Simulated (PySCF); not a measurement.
Species: C₅H₈NO (doublet state).
Cartesian coordinates in Å at the GFN2-xTB level; atoms count from 1:
```xyz
15
C5H8NO angstrom
N      2.0911   -0.1408    0.2324
C      0.8069   -0.0694   -0.4485
C      0.1006    1.2123   -0.2109
C     -1.2659    1.0314    0.1254
O     -2.0895    1.9036    0.3704
C     -1.5544   -0.4654    0.0583
C     -0.1810   -1.1312    0.0905
H      2.8143    0.3709   -0.2576
H      2.0126    0.2234    1.1760
H      0.9965   -0.2396   -1.5173
H      0.5845    2.1726   -0.2638
H     -2.2049   -0.7747    0.8749
H     -2.0772   -0.6693   -0.8783
H     -0.1413   -2.0497   -0.4900
H      0.1034   -1.3663    1.1166
```

The hyperfine couplings belong to this conformer and change with its torsions.

Identity: `C1CC([CH][C@H]1N)=O` [radical].

Method: UKS B3LYP, pcH-1 on C H N O, non-relativistic, mean-field spin-orbit, GIAO in PySCF 2.14.0. One conformer (not necessarily the lowest) at the GFN2-xTB geometry, without solvent, vibrations or thermal averaging. A GFN2-xTB geometry isn't a minimum of the functional, and hyperfine couplings can be far from their values at a DFT geometry. The SCF solution wasn't tested for stability.

(1) Give the principal g shifts and their parts.

(2) What effective moment and Curie constant follow for a powder?

(3) Average each term over the three axes. Which is largest in size?

(4) At 9.319 GHz, how far is the centre of the isotropic spectrum from where a free electron (g = 2.002319) resonates?

(5) In a frozen sample, at which fields do the three g values resonate at 9.5, 34, 94 and 263 GHz (hyperfine left aside), and which band first spreads them over more than twice a line width of 0.3 mT?

## Answers

(1) 
```csv
Δg (ppt),1,2,3
relativistic mass correction,-0.20,-0.20,-0.20
gauge correction,0.00,0.05,0.03
orbital Zeeman/spin–orbit,0.00,1.79,7.00
total,-0.19,1.64,6.84
```

So g = 2.00213, 2.00396, 2.00916 and g_iso = 2.00508; the tensor is rhombic: the two nearest values differ by 26 % of g3 − g1. Axes: g2 points within 13° of the C3–H11 bond and g3 points within 12° of the C4–O5 bond.

(2) With the mean of g² = 4.0204 and S(S+1) = 0.75: μ_eff = √(⟨g²⟩S(S+1)) = 1.736 μB and χT = 0.12505·⟨g²⟩·S(S+1) = 0.377 cm³ K/mol (cgs; spin-Hamiltonian part alone).

(3) The orbital-Zeeman/spin–orbit term 2.93, the mass correction -0.20 and the gauge correction 0.03 ppt, for a total of 2.76 ppt. The orbital-Zeeman/spin–orbit term is the largest in size. The mass correction is the same along every axis, so the anisotropy comes from the other two: their spans along these axes are 0.05 (gauge) and 6.99 ppt (orbital Zeeman/spin–orbit).

(4) B = hν/(g μB) with μB/h = 13.99624 MHz/mT gives 332.53 mT for the free electron and 332.07 mT at g_iso, 0.46 mT lower.

(5) 
| band | GHz | B(g3) mT | B(g2) mT | B(g1) mT | spread mT |
| --- | --- | --- | --- | --- | --- |
| X | 9.5 | 337.83 | 338.71 | 339.02 | 1.19 |
| Q | 34.0 | 1209.08 | 1212.21 | 1213.32 | 4.25 |
| W | 94.0 | 3342.74 | 3351.40 | 3354.48 | 11.74 |
| J | 263.0 | 9352.56 | 9376.80 | 9385.40 | 32.84 |

The spread grows in proportion to the frequency. X band is the first where it exceeds 0.6 mT.

The Mulliken spin populations are largest on C3 (+0.78), O5 (+0.30), C4 (-0.11) and N1 (+0.06). The positive populations add up to 1.20 and the negative ones to -0.20, together 2S = 1. The angles at C3 add up to 360.0°, so it is planar; its axial dipolar tensor and the negative coupling of its proton fit spin in a p orbital normal to that plane.

The HOMO–LUMO gaps are 6.87 eV among the α and 3.04 eV among the β orbitals.
